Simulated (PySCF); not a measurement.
**Correlation energy of Sb⁺ (antimony, charge +1)**

[Kr] 4d10 5s2 5p2, high-spin 3P determinant. Computed with PySCF 2.14 in def2-TZVP with the def2 core potential (28 electrons) (6s5p3d2f, 50 functions), with a scalar-relativistic core potential. Frozen: 4s2 4p6 4d10; 4 electrons correlated.

MP2 pair energies summed by pair of shells (mhartree):

| pair | energy | share (%) |
| --- | --- | --- |
| 5s-5p | -27.99 | 61.4 |
| 5s-5s | -13.20 | 29.0 |
| 5p-5p | -4.37 | 9.6 |

Total MP2 correlation energy: -45.56 mhartree.

Same-spin part -7.54 and opposite-spin part -38.02 mhartree; SCS-MP2 scales them by 1/3 and 6/5 to -48.14 mhartree.

```
  level  correlation energy (mhartree)
   CCSD                         -58.76
    (T)                          -1.38
CCSD(T)                         -60.14
```

Diagnostics: T1 = 0.0074, D1 = 0.0200, largest double amplitude 0.091.

Is a single reference adequate?

Mostly. T1 lies below 0.03, but a double amplitude of this size points to a near-degeneracy that CCSD handles and MP2 describes poorly.
